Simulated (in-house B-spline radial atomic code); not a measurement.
Radial electron density of Pb⁷⁺, [Xe] 4f14 5d7. Level of theory: scalar-relativistic (X2C) BLYP, spin-polarised, spherical fractional occupations, Fermi nucleus of rms radius 5.5012 fm; calculated with a radial B-spline atomic code at the basis-set limit.

One-electron X2C: radii and densities carry no picture-change correction, so inner-shell <1/r> comes out high (for 1s by about 2 % at Z = 33, 5 % at 54, 10 % at 75, 30 % at 118) and <r> low.

Columns: r (bohr), 4πr²n(r) (electrons per bohr), bar.

```
0.000244    3.338 #
  0.0003    4.414 #
0.000369    5.813 ##
0.000454    7.625 ##
0.000558    9.948 ###
0.000687    12.95 ####
0.000845    16.75 #####
 0.00104    21.57 ######
 0.00128    27.57 ########
 0.00157     34.8 ##########
 0.00193    43.59 ############
 0.00238    54.08 ###############
 0.00292     65.7 ###################
  0.0036    78.61 ######################
 0.00442    91.54 ##########################
 0.00544    103.7 ##############################
 0.00669    113.4 ################################
 0.00823    119.1 ##################################
  0.0101    119.6 ##################################
  0.0125    114.7 #################################
  0.0153    107.3 ###############################
  0.0188    101.3 #############################
  0.0232    102.7 #############################
  0.0285    114.8 #################################
  0.0351    134.8 #######################################
  0.0431    151.9 ###########################################
  0.0531    154.1 ############################################
  0.0653    139.2 ########################################
  0.0803    122.7 ###################################
  0.0987      124 ###################################
   0.121    140.2 ########################################
   0.149    143.1 #########################################
   0.184    115.4 #################################
   0.226    85.93 #########################
   0.278    85.13 ########################
   0.342    97.07 ############################
   0.421    86.59 #########################
   0.517    57.09 ################
   0.636    34.49 ##########
   0.783    26.18 #######
   0.963    21.29 ######
    1.18    14.02 ####
    1.46    6.548 ##
    1.79    2.245 #
     2.2    0.514 
    2.71  0.07071 
    3.33 0.005198 
     4.1 0.0001617
```

On this grid the curve has 4 maxima, near 0.0101, 0.0531, 0.149, 0.342 bohr.

The 5p up radial function P(r) = rR(r), positive near the nucleus:

```json
{"r (bohr)": "0.000454", "P": "0.001443"}
{"r (bohr)": "0.000687", "P": "0.002556"}
{"r (bohr)": "0.00104", "P": "0.004604"}
{"r (bohr)": "0.00157", "P": "0.00839"}
{"r (bohr)": "0.00238", "P": "0.01555"}
{"r (bohr)": "0.0036", "P": "0.02882"}
{"r (bohr)": "0.00544", "P": "0.05291"}
{"r (bohr)": "0.00823", "P": "0.09488"}
{"r (bohr)": "0.0125", "P": "0.1625"}
{"r (bohr)": "0.0188", "P": "0.2507"}
{"r (bohr)": "0.0285", "P": "0.3293"}
{"r (bohr)": "0.0431", "P": "0.3031"}
{"r (bohr)": "0.0653", "P": "0.05318"}
{"r (bohr)": "0.0987", "P": "-0.3467"}
{"r (bohr)": "0.149", "P": "-0.407"}
{"r (bohr)": "0.226", "P": "0.2423"}
{"r (bohr)": "0.342", "P": "0.6634"}
{"r (bohr)": "0.517", "P": "-0.1967"}
{"r (bohr)": "0.783", "P": "-1.171"}
{"r (bohr)": "1.18", "P": "-0.923"}
{"r (bohr)": "1.79", "P": "-0.2545"}
{"r (bohr)": "2.71", "P": "-0.02057"}
```
